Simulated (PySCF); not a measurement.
PySCF input file for BrH₄InN₂, SMILES [NH2][In]([NH2])[Br], PBE-D3(BJ)/def2-SVP. Geometry: PBE-D3(BJ)/def2-SVP. The def2 effective core potentials stand for the cores of In; spin–orbit coupling is left out. Other conformers were not sampled.

```python
import numpy as np
from pyscf import gto, scf, dft, df
from pyscf.hessian import thermo

mol = gto.M(
    atom='''
    In   -0.70556824    0.04698901   -0.00000000
    Br    1.81476147   -0.01426254    0.00000000
    N    -1.57547378   -0.19489451   -1.84999236
    H    -0.96415134    0.17351041   -2.59135691
    H    -2.47943610    0.28911480   -1.93685797
    N    -1.57547379   -0.19489451    1.84999237
    H    -2.47943610    0.28911480    1.93685798
    H    -0.96415134    0.17351041    2.59135691
    ''',
    basis='def2-SVP',
    ecp={'In': 'def2-svp'},
    charge=0,
    spin=0,
    max_memory=1600,
    verbose=3,
)
mf = dft.RKS(mol, xc='pbe').density_fit(auxbasis='def2-universal-jkfit')
mf.disp = 'd3bj'
mf.grids.level = 3
mf.conv_tol = 1e-11
mf.max_cycle = 100
mf.kernel()

# [left out here: the lines that compute and print the analytic Hessian (its translational invariance restored by hand, since the grid's response is missing), thermochemistry and intensities]
```

Log of the run:

```
converged SCF energy = -2875.34608497131

WARN: DFTD3 does not support analytical Hessian, using finite difference


WARN: Mole.unit (angstrom) is changed to Bohr

Mode                                 0                   1                   2
Irrep
Freq [cm^-1]                       86.7213            105.3851            117.8134
Reduced mass [au]                   5.8572              3.7653              5.6852
Force const [Dyne/A]                0.0260              0.0246              0.0465
Char temp [K]                     124.7726            151.6257            169.5073
Normal mode                   x     y     z       x     y     z       x     y     z
       0  In                 0.00  0.00 -0.04    0.03  0.00  0.00   -0.00  0.05  0.00
       1  Br                 0.00 -0.00  0.05    0.02  0.00 -0.00   -0.00 -0.02 -0.00
       2   N                -0.13  0.00  0.02   -0.14 -0.01  0.07    0.02 -0.13  0.01
       3   H                -0.19 -0.01 -0.03   -0.23 -0.02 -0.01    0.00 -0.15 -0.02
       4   H                -0.13  0.04  0.10   -0.15 -0.03  0.17   -0.01 -0.21 -0.04
       5   N                 0.13 -0.00  0.02   -0.14 -0.01 -0.07    0.02 -0.13 -0.01
       6   H                 0.13 -0.04  0.10   -0.15 -0.03 -0.17   -0.01 -0.21  0.04
       7   H                 0.19  0.01 -0.03   -0.23 -0.02  0.01    0.00 -0.15  0.02
Mode                                 3                   4                   5
Irrep
Freq [cm^-1]                      161.8220            223.5670            243.9080
Reduced mass [au]                   1.0440              1.8387              2.4442
Force const [Dyne/A]                0.0161              0.0541              0.0857
Char temp [K]                     232.8258            321.6631            350.9293
Normal mode                   x     y     z       x     y     z       x     y     z
       0  In                -0.00  0.00 -0.00    0.04 -0.00  0.00   -0.04  0.00  0.00
       1  Br                -0.00  0.00  0.00   -0.06 -0.00 -0.00    0.07 -0.01 -0.00
       2   N                 0.03 -0.01 -0.01    0.04  0.01 -0.00    0.01  0.01 -0.03
       3   H                -0.19  0.40  0.01   -0.14  0.34  0.02   -0.12  0.31  0.01
       4   H                -0.22 -0.46  0.13   -0.14 -0.31  0.13   -0.14 -0.26  0.07
       5   N                -0.03  0.01 -0.01    0.04  0.01  0.00    0.01  0.01  0.03
       6   H                 0.22  0.46  0.13   -0.14 -0.31 -0.13   -0.14 -0.26 -0.07
       7   H                 0.19 -0.40  0.01   -0.14  0.34 -0.02   -0.12  0.31 -0.01
Mode                                 6                   7                   8
Irrep
Freq [cm^-1]                      477.7565            478.4269            603.4577
Reduced mass [au]                   1.8890              3.6056              1.3933
Force const [Dyne/A]                0.2540              0.4862              0.2990
Char temp [K]                     687.3853            688.3498            868.2413
Normal mode                   x     y     z       x     y     z       x     y     z
       0  In                 0.00  0.00 -0.02   -0.02 -0.01 -0.00   -0.01  0.00 -0.00
       1  Br                -0.00 -0.00  0.00    0.00  0.00  0.00   -0.00 -0.00 -0.00
       2   N                 0.04  0.07  0.10    0.06  0.06  0.14    0.03 -0.05  0.08
       3   H                -0.03 -0.35 -0.15    0.00 -0.23 -0.04    0.09  0.27  0.27
       4   H                -0.10 -0.27 -0.14   -0.06 -0.23 -0.04    0.17  0.27  0.30
       5   N                -0.04 -0.07  0.10    0.06  0.06 -0.14    0.03 -0.05 -0.08
       6   H                 0.10  0.27 -0.14   -0.06 -0.23  0.04    0.17  0.27 -0.30
       7   H                 0.03  0.35 -0.15    0.00 -0.23  0.04    0.09  0.27 -0.27
Mode                                 9                  10                  11
Irrep
Freq [cm^-1]                      606.6388            769.0957            821.3359
Reduced mass [au]                   2.1736              1.0875              1.1068
Force const [Dyne/A]                0.4713              0.3790              0.4399
Char temp [K]                     872.8181           1106.5574           1181.7195
Normal mode                   x     y     z       x     y     z       x     y     z
       0  In                -0.00 -0.00 -0.03   -0.00 -0.00 -0.01   -0.01  0.00  0.00
       1  Br                 0.00  0.00 -0.00    0.00  0.00  0.00   -0.00  0.00 -0.00
       2   N                 0.05 -0.02  0.11   -0.05  0.00  0.02    0.05  0.00 -0.03
       3   H                 0.09  0.18  0.24    0.29  0.14  0.37   -0.29 -0.16 -0.38
       4   H                 0.14  0.18  0.26   -0.07 -0.13 -0.44    0.07  0.12  0.42
       5   N                -0.05  0.02  0.11    0.05 -0.00  0.02    0.05  0.00  0.03
       6   H                -0.14 -0.18  0.26    0.07  0.13 -0.44    0.07  0.12 -0.42
       7   H                -0.09 -0.18  0.24   -0.29 -0.14  0.37   -0.29 -0.16  0.38
Mode                                12                  13                  14
Irrep
Freq [cm^-1]                     1470.9261           1484.2899           3413.5912
Reduced mass [au]                   1.0975              1.0888              1.0497
Force const [Dyne/A]                1.3991              1.4134              7.2070
Char temp [K]                    2116.3351           2135.5628           4911.3977
Normal mode                   x     y     z       x     y     z       x     y     z
       0  In                -0.00 -0.00  0.00   -0.00 -0.00  0.00    0.00  0.00 -0.00
       1  Br                 0.00 -0.00  0.00    0.00  0.00  0.00    0.00 -0.00 -0.00
       2   N                -0.02  0.03 -0.05    0.02 -0.02  0.04    0.01 -0.03  0.03
       3   H                 0.38 -0.23  0.19   -0.38  0.23 -0.19    0.30  0.15 -0.34
       4   H                -0.15 -0.18  0.41    0.14  0.18 -0.41   -0.44  0.21 -0.03
       5   N                 0.02 -0.03 -0.05    0.02 -0.02 -0.04   -0.01  0.03  0.03
       6   H                 0.15  0.18  0.41    0.14  0.18  0.41    0.45 -0.21 -0.03
       7   H                -0.38  0.23  0.19   -0.38  0.23  0.19   -0.30 -0.15 -0.34
Mode                                15                  16                  17
Irrep
Freq [cm^-1]                     3414.6787           3517.8306           3517.8660
Reduced mass [au]                   1.0499              1.0932              1.0934
Force const [Dyne/A]                7.2124              7.9705              7.9724
Char temp [K]                    4912.9623           5061.3750           5061.4260
Normal mode                   x     y     z       x     y     z       x     y     z
       0  In                 0.00  0.00  0.00   -0.00  0.00 -0.00    0.00 -0.00 -0.00
       1  Br                 0.00 -0.00 -0.00    0.00 -0.00 -0.00   -0.00  0.00 -0.00
       2   N                -0.01  0.03 -0.03    0.04 -0.00 -0.02    0.05 -0.00 -0.02
       3   H                -0.30 -0.15  0.34   -0.25 -0.15  0.31   -0.31 -0.19  0.39
       4   H                 0.45 -0.21  0.03   -0.37  0.19 -0.04   -0.45  0.24 -0.05
       5   N                -0.01  0.03  0.03   -0.05  0.00 -0.02    0.04 -0.00  0.02
       6   H                 0.44 -0.21 -0.03    0.45 -0.24 -0.05   -0.37  0.20  0.04
       7   H                -0.30 -0.15 -0.34    0.31  0.19  0.39   -0.25 -0.15 -0.31
temperature 298.1500 [K]
pressure 101325.00 [Pa]
Rotational constants [GHz] 4.26343 1.24803 0.97121
Symmetry number 1
Zero-point energy (ZPE) 0.04902 [Eh]   128688.940 [J/mol]
                           tot       elec      trans        rot        vib
Entropy [J/mol/K]       376.127      0.000    176.391    119.334     80.402
Cv [J/mol/K]             97.854      0.000     12.472     12.472     72.911
Cp [J/mol/K]            106.168      0.000     20.786     12.472     72.911
Internal energy [J/mol]                      3718.434   3718.434 141280.156
Internal energy [Eh]   -2875.28944  -2875.34608
Enthalpy [J/mol]                             6197.391   3718.434 141280.156
Enthalpy [Eh]          -2875.28850
Gibbs free energy [J/mol]                  -46393.694 -31861.058 117308.358
Gibbs free energy [Eh] -2875.33121
mode   freq/cm-1   IR/(km/mol)
   1       86.72         2.178
   2      105.39         4.365
   3      117.81         3.818
   4      161.82         1.843
   5      223.57         4.493
   6      243.91        63.580
   7      477.76       126.681
   8      478.43       100.308
   9      603.46        83.408
  10      606.64         2.172
  11      769.10         4.440
  12      821.34        63.844
  13     1470.93         4.650
  14     1484.29        16.092
  15     3413.59        25.042
  16     3414.68         3.078
  17     3517.83         5.624
  18     3517.87        14.823
max |gradient| / (hartree/bohr): 3.958621344093787e-05
APT charges: [ 1.254  -0.5275 -0.6184  0.1333  0.122  -0.6184  0.1219  0.1332]
```

The calculation finished and met its thresholds.
